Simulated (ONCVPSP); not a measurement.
**gadolinium (Gd), ONCV: configuration errors across variants**

* Element: gadolinium
* Generator: ONCVPSP 4.0.1
* Type: optimised norm-conserving Vanderbilt (ONCV)
* Functional: PBEsol
* Relativity: fully relativistic
* Frozen core: [Kr] 4d10
* Valence charge: 18
* Reference configuration: 4f7 5s2 5p6 5d1 6s1.5 6p0.5
* Partial waves: 5s+6s: rc 1.80 bohr, ncon 4, nbas 8, qcut 6.7 1/bohr, 2 projectors; 5p+6p: rc 2.65 bohr, ncon 4, nbas 8, qcut 5.1 1/bohr, 2 projectors; 5d: rc 2.50 bohr, ncon 5, nbas 10, qcut 4.4 1/bohr, 3 projectors, debl 1 Ha; 4f: rc 1.10 bohr, ncon 4, nbas 9, qcut 16.9 1/bohr, 1 projector
* Local potential: polynomial inside 0.90 bohr (lpopt 5, dvloc0 0 Ha)
* Core correction: polynomial model core, fcfact 0.7

Open shells are filled in proportion to 2j + 1.

All-electron excitation energies from the reference (eV): (1) 4f7 5s2 5p6 5d1 6s2 6p0 -1.427; (2) 4f7 5s2 5p6 5d1 6s1 6p0 5.248; (3) 4f7 5s2 5p6 5d1 6s0 6p0 17.294.

1 further variants failed, have other tests or another functional or relativity, and are left out.

A true bound ghost makes a file unfit for plane-wave use even where its test errors are small: the radial tests pick states by their node count and pass the ghost by.

Errors AE − PS in meV (a dash: test not solved or not reliable):

```tsv
change	(1)	(2)	(3)	bound ghosts	GHOST(+) flags above zero
base	-0.1	+0.1	+0.3	s, p3/2, p1/2	d3/2
f: rc 0.86; local potential polynomial inside 0.86 bohr (lpopt 5, dvloc0 0 Ha)	-0.1	+0.1	+0.2	s, p3/2, p1/2	d5/2
s: qcut 5.5; p: qcut 4.2; d: qcut 3.6; f: qcut 14	–	–	–	s, p3/2, d3/2	d5/2, p1/2
core correction polynomial model core, fcfact 1.12	-0.1	+0.1	+0.3	s, p3/2, p1/2	d3/2
core correction none	-0.1	+0.1	+0.4	s, p3/2, p1/2	d3/2
```

Task: Give the same row for: local potential polynomial inside 0.70 bohr (lpopt 2, dvloc0 0 Ha).

Result: -0.1, +0.1, +0.2; bound ghosts: s, p3/2; GHOST(+) flags above zero: d5/2, p1/2, d3/2.
